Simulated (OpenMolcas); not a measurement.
Ru3+: effect of the active space

```json
{"Program": "OpenMolcas 26.06", "Method": "MS-CASPT2 or its RAS form, IPEA 0.25 Eh, imaginary shift 0.1 Eh", "Basis": "ANO-RCC-VQZP", "Scalar Hamiltonian": "DKH2, point nucleus", "Spin-orbit coupling": "state interaction with AMFI integrals over the reference wave functions, term energies averaged over their components"}
```

A. 5 electrons in 5 orbitals (4d); 2S+1 = 6 even, 1 root; 2S+1 = 4 even, 24 roots; 2S+1 = 2 even, 75 roots; closed shells correlated: 4s 4p; CASPT2 step roughly 80 core-seconds
B. 11 electrons in 8 orbitals (RAS1 4p, at most 2 holes; RAS2 4d); 2S+1 = 6 even, 1 root; 2S+1 = 4 even, 24 roots; 2S+1 = 2 even, 70 roots; closed shells correlated: 4s; CASPT2 step roughly 2.7 core-minutes
C. 5 electrons in 10 orbitals (4d 5d); 2S+1 = 6 even, 1 root; 2S+1 = 4 even, 24 roots; 2S+1 = 2 even, 67 roots; closed shells correlated: 4s 4p; CASPT2 step roughly 40 core-minutes

Energies in eV above 4d5 6S 5/2.

```
               Level       A       B       C
          4d5 6S 5/2  0.0000  0.0000  0.0000
          4d5 4G 5/2   2.885   2.891   2.897
          4d5 4G 7/2   2.913   2.921   2.929
         4d5 4G 11/2   2.923   2.930   2.946
          4d5 4G 9/2   2.931   2.939   2.950
   4d5 4P 5/2 [56 %]   3.184   3.221   3.207
   4d5 4P 3/2 [59 %]   3.240   3.278   3.261
   4d5 4P 1/2 [71 %]   3.328   3.366   3.347
          4d5 4D 7/2   3.467   3.513   3.495
   4d5 4D 1/2 [72 %]   3.574   3.618   3.594
   4d5 4D 5/2 [59 %]   3.639   3.685   3.662
   4d5 4D 3/2 [59 %]   3.642   3.687   3.664
         4d5 2I 11/2   4.276   4.242   4.282
         4d5 2I 13/2   4.339   4.306   4.350
4d5 2D 3/2(1) [51 %]   4.641   4.670   4.654
          4d5 4F 9/2   4.760   4.771   4.781
   4d5 4F 7/2 [66 %]   4.762   4.774   4.775
          4d5 4F 5/2   4.841   4.853   4.852
4d5 2F 7/2(1) [69 %]   4.965   4.985   4.979
   4d5 4F 3/2 [51 %]   4.987   5.032   5.003
       4d5 2G 7/2(1)   5.285   5.309   5.287
         4d5 2H 11/2   5.398   5.377   5.408
       4d5 2F 5/2(2)   5.588   5.628   5.598
       4d5 2F 7/2(2)   5.597   5.633   5.610
```

The spin-orbit steps hold different terms of 4d5 (B lacks a 2D; C lacks a 2D, 2P), which shifts levels as well.

Among A to C the level of the table that moves most is 4d5 4D 7/2, by 370 cm-1 (lowest in A, highest in B). Moves below CASPT2's spread within the term are not significant.

CASPT2 breaks the degeneracy within a term, and the mean is taken; among the terms shown or strongly mixed into the levels shown the widest spread is 1200 cm-1 (4d5 2I, B). The CASPT2 spread within a term exceeds the gap to the next term for 4d5 2D(1) and 4d5 4F, so the order of their levels is uncertain, and so are names and mixing where such terms share a J (figures for A; the like holds for B, C). Blocks of more than 70 roots (2S+1 = 2 even) ran without multistate coupling (holds for A). Active for correlation alone: 4p; no level in the range computed is led by a configuration that opens it, so any true level of that kind is missing (holds for B). Active for correlation alone: 5d; no level in the range computed is led by a configuration that fills it, so any true level of that kind is missing (holds for C). Only configurations of the active space appear. The table leaves out levels that lie high or whose names do not pair safely across all columns.

A share in square brackets marks a mixed level and gives the weight of the term that names it, the lowest over the columns. A number in round brackets counts repeated terms of one configuration in the order of the reference energies.
